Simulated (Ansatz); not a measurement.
Species: sum formula HBOCl, charge 1, multiplicity 1. It need not be the lowest isomer of its formula. SMILES: [OH+]=BCl
Geometry from a B3LYP-D3(BJ)/def2-TZVP (Ansatz, a program for electronic structure) optimisation:
```xyz
4

B      0.4089    -0.1784    -0.2336
O      1.4081    -0.5305    -0.8862
Cl    -0.9068     0.3728     0.5404
H      2.1066    -1.2012    -0.9291
```
Charge +1, spin multiplicity 1.

Parts of the frozen-core correlation energy in STO-3G (Ansatz, hartree). Frozen orbitals: 7; correlated occupied orbitals by spin: 8 and 8; virtual: 5 and 5. No spin-orbit coupling. No relativistic terms.

```
term                            value
-------------------------  ----------
reference (HF)             -553.19230
MP2 opposite-spin            -0.08219
MP2 same-spin                       ?
CCSD correlation                    ?
(T)                                 ?
FCI minus CCSD(T)            -0.00026
T1 diagnostic                   0.021
largest doubles amplitude       0.072
```

Question: Fill in the missing entries.

Answer: 
- MP2 same-spin, value: -0.02578
- CCSD correlation, value: -0.11906
- (T), value: -0.00851
